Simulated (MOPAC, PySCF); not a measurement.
CH₂GeN₂, SMILES `[C-]#[N+][Ge][NH2]` (lower singlet), neutral singlet in the gas phase. This singlet lies 2.59 eV below the relaxed triplet at the level frozen-core CCSD(T)/cc-pVTZ // PBE0-D3(BJ)/def2-TZVP (Ansatz).

Cartesian coordinates (Å):
SMILES: [C-]#[N+][Ge][NH2]
```xyz
6

C      2.5190    -0.5967     0.4136
N      1.4977    -0.0286     0.3107
Ge     0.0754     1.2328     0.2988
N     -1.1160     0.0378    -0.3416
H     -0.8983    -0.9238    -0.5549
H     -2.0778     0.2785    -0.5211
```
Charge 0, spin multiplicity 1.

All levels are single points at this geometry (PBE0-D3(BJ)/def2-TZVP); Pople sets use spherical d functions. Orbital energies aren't observables, and empty levels follow the basis.

PBE-D3(BJ)/def2-TZVP in PySCF gives HOMO (eV) = -6.60.

Problem. Estimate the HOMO (eV) from each of these levels: PBE0-D3(BJ)/def2-TZVP in PySCF; B3LYP/3-21G in PySCF; B3LYP/6-31G* in PySCF; B3LYP/LANL2DZ in PySCF; M06-2X/6-31G* in PySCF; PBE/6-31G* in PySCF; SVWN5/6-31G* in PySCF; HF/3-21G in PySCF; HF/6-31G* in PySCF; AM1 in MOPAC; PM6 in MOPAC; PM7 in MOPAC.

Solution. 
```
level                           HOMO (eV)
------------------------------  ---------
PBE0-D3(BJ)/def2-TZVP in PySCF      -7.93
B3LYP/3-21G in PySCF                -7.12
B3LYP/6-31G* in PySCF               -7.44
B3LYP/LANL2DZ in PySCF              -7.47
M06-2X/6-31G* in PySCF              -8.79
PBE/6-31G* in PySCF                 -6.22
SVWN5/6-31G* in PySCF               -6.27
HF/3-21G in PySCF                  -10.04
HF/6-31G* in PySCF                 -10.33
AM1 in MOPAC                        -8.66
PM6 in MOPAC                        -9.24
PM7 in MOPAC                        -9.75
```
